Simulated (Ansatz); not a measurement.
Species: SnS (charge 0, singlet). SMILES: [S]=[Sn]
Geometry from a B3LYP-D3(BJ)/def2-TZVP (Ansatz, a program for electronic structure) optimisation:
```xyz
2

Sn     0.0000     0.0000    -0.5388
S      0.0000     0.0000     1.6838
```
Charge 0, spin multiplicity 1.

Wanted: vertical ionisation energy (to the doublet state of charge +1; each state is the SCF solution reached for its spin; for the singlet T1 is 0.026), in eV. Valence correlation only, unless marked. UHF or UKS for open shells. No spin-orbit coupling. The frozen core is the preceding noble-gas configuration, with the filled d and f shells of earlier blocks. Past Kr the def2 sets carry scalar-relativistic core potentials. Basis-set limits of correlation are two-point, X^-3; Hartree-Fock from the larger set.

```json
[
 {"level": "SVWN5/def2-TZVPD", "program": "Ansatz", "vertical ionisation energy (eV)": "9.74"},
 {"level": "r2SCAN/def2-TZVPD", "program": "Ansatz", "vertical ionisation energy (eV)": "…"},
 {"level": "CCSD/def2-SVPD", "program": "Ansatz", "vertical ionisation energy (eV)": "9.13"},
 {"level": "CCSD/def2-TZVPPD", "program": "Ansatz", "vertical ionisation energy (eV)": "…"},
 {"level": "CCSD/def2-QZVPPD", "program": "Ansatz", "vertical ionisation energy (eV)": "9.20"},
 {"level": "CCSD(T)/CBS(def2-TZVPPD,def2-QZVPPD)", "program": "Ansatz", "vertical ionisation energy (eV)": "…"}
]
```

Q: Fill in the missing entries.

A: 
- r2SCAN/def2-TZVPD, vertical ionisation energy (eV): 9.41
- CCSD/def2-TZVPPD, vertical ionisation energy (eV): 9.14
- CCSD(T)/CBS(def2-TZVPPD,def2-QZVPPD), vertical ionisation energy (eV): 9.47
